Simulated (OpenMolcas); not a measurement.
Cr2+ (d4) in a complex was computed by CASSCF with the d shell active (OpenMolcas, ANO-RCC-VDZP on the metal). Its lowest spin-free states, and all those of the highest spin:

```json
{"2S+1": "5", "Degeneracy": "1", "E (cm-1)": "0.0"}
{"2S+1": "5", "Degeneracy": "1", "E (cm-1)": "3337"}
{"2S+1": "3", "Degeneracy": "1", "E (cm-1)": "9564"}
{"2S+1": "3", "Degeneracy": "1", "E (cm-1)": "10533"}
{"2S+1": "3", "Degeneracy": "1", "E (cm-1)": "11228"}
{"2S+1": "5", "Degeneracy": "1", "E (cm-1)": "13816"}
{"2S+1": "5", "Degeneracy": "1", "E (cm-1)": "14356"}
{"2S+1": "5", "Degeneracy": "1", "E (cm-1)": "15445"}
{"2S+1": "1", "Degeneracy": "1", "E (cm-1)": "19565"}
{"2S+1": "3", "Degeneracy": "1", "E (cm-1)": "19866"}
{"2S+1": "3", "Degeneracy": "1", "E (cm-1)": "20143"}
{"2S+1": "3", "Degeneracy": "1", "E (cm-1)": "20320"}
```

Problem. Is the site octahedral, tetrahedral or cube-like, axial, or of lower symmetry?

Solution. The states with 2S+1 = 5 have orbital degeneracies 1, 1, 1, 1, 1. No state of this spin is degenerate, so the site is of lower symmetry, with no axis of order three or more. The run had Cr2+ with 6 ligands (ammonia, water on the axis) in tetragonal octahedral coordination (Ci) at 2.15 Å, the axial distance 2.090 Å. Ligand basis ANO-RCC-VDZP.

Without dynamic correlation the repulsion within the d shell is too large (B by tens of per cent), so at a given field states of lower spin stand too high. CASSCF with metal d orbitals alone favours high spin, so a ground state of lower spin is not ruled out. Ligand-to-metal charge-transfer states are missing. With no ligand orbital active B as a rule stays too high, so bands that hang on it stand too high and its fall with covalency is understated. With metal d orbitals alone and no dynamic correlation the field as a rule comes out too small, by tens of per cent, by up to half for chloride and softer ligands. No measured value stands beside these numbers; the geometry was imposed, not optimised, and the real ion may take another.
